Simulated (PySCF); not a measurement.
Compound: C5H9NOSi.
Atom-mapped SMILES: `[CH3:1][Si@@H:2]1[CH2:3][CH2:4][C@H:5]([C:6]#[N:7])[O:8]1`

NICS = −σ at a ghost point: NICS(0) at the centroid of the ring atoms, NICS(1) 1 Å to either side along the normal of their mean plane, zz for the tensor component along that normal. Level: GIAO PBE0/pcSseg-1 (PySCF, non-relativistic, gas phase) on the GFN2-xTB geometry, one conformer.

Ring bond lengths (Å), with Mayer bond orders in brackets: Si2–C3 1.909 (0.90), C3–C4 1.526 (1.00), C4–C5 1.540 (1.02), C5–O8 1.406 (0.91), O8–Si2 1.648 (0.92).

Give the NICS values of each ring in ppm.

| ring | type | NICS(0) | NICS(1), two faces | NICS(1)zz, two faces | rms pucker (Å) | centre to ring atoms, mean (Å) |
| --- | --- | --- | --- | --- | --- | --- |
| Si2–C3–C4–C5–O8 | 5-membered ring with O and Si; formal bonds all single | -6.3 | -3.2 / -3.6 | -3.5 / -5.4 | 0.16 | 1.35 |

What do they say, and how far can they be read as aromaticity?

- Si2–C3–C4–C5–O8: mean NICS(1)zz -4.4 ppm, shielded. Si2, C3, C4, C5 have four or more neighbours; no verdict on aromaticity is drawn. A hydrogen on C4, outside the ring, lies only 1.42 Å from a NICS(1) probe, which then mostly feels that atom.

At the second NICS(1) probe listed for ring Si2–C3–C4–C5–O8, 1 Å off the ring, what do the in-plane components average?

The isotropic value is a third of the trace: (3 × -3.6 − (-5.4))/2 = -2.7 ppm.
